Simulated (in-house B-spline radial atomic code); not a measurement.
Radial electron density of the carbon ion C⁵⁺, (5f5/2)1. Method: Dirac-Hartree-Fock, average of the jj configuration, Fermi nucleus of rms radius 2.4702 fm. Calculated with a B-spline radial code for spherical atoms.

Columns: r (bohr), 4πr²n(r) (electrons per bohr), bar.

```
   0.815 0.006602 #
   0.978  0.01678 ###
    1.18  0.03878 #######
    1.41  0.07402 #############
     1.7   0.1188 ####################
    2.04   0.1416 ########################
    2.45   0.1068 ##################
    2.94  0.02806 #####
    3.53 0.007397 #
    4.24   0.1235 #####################
    5.09   0.2598 ############################################
    6.12    0.241 #########################################
    7.35   0.1132 ###################
    8.83  0.02635 ####
    10.6 0.002839 
    12.7 0.0001294 
    15.3 1.837e-06 
    18.4 7.916e-09
```

On this grid the curve has 2 maxima, near 2.04, 5.09 bohr.

The 5f5/2 radial function P(r) = rR(r), positive near the nucleus, with its small component Q(r) (sign convention: Q ≈ (P' + κP/r)/2c):

```csv
r (bohr),P,Q
0.188,0.0006103,7.945e-05
0.271,0.002321,0.0002057
0.391,0.008366,0.0004992
0.565,0.02785,0.0011
0.815,0.08122,0.002071
1.18,0.1969,0.003066
1.7,0.3447,0.002898
2.45,0.3268,0.0006252
3.53,-0.08598,-0.001838
5.09,-0.5097,-0.001384
7.35,-0.3364,-1.618e-06
10.6,-0.05328,7.808e-05
15.3,-0.001355,3.275e-06
```
